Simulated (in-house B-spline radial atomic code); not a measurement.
Configurations of C III (C2+), with energies counted from [He] 2s2. Computed with a radial B-spline atomic code at the basis-set limit: non-relativistic r2SCAN, spin-polarised, spherical fractional occupations, point nucleus. Shells without spins written out take the highest spin.

```csv
configuration,E - E(ref) (eV),highest orbital,its <r> (bohr)
[He] 2s1 3s1,28.418,3s up,3.426
"[He] 2s(1 up, 0 down) 3p(1 up, 0 down)",30.806,3p up,3.601
```

Task: Order these further configurations by energy, lowest first.
A. [He] 2s(1 up, 0 down) 2p(1 up, 0 down)
B. [He] 2s(0 up, 1 down) 3s(1 up, 0 down)
C. [He] 2s(1 up, 0 down) 3d(1 up, 0 down)

Result: A (5.7594 eV), B (28.62 eV), C (32.589 eV).
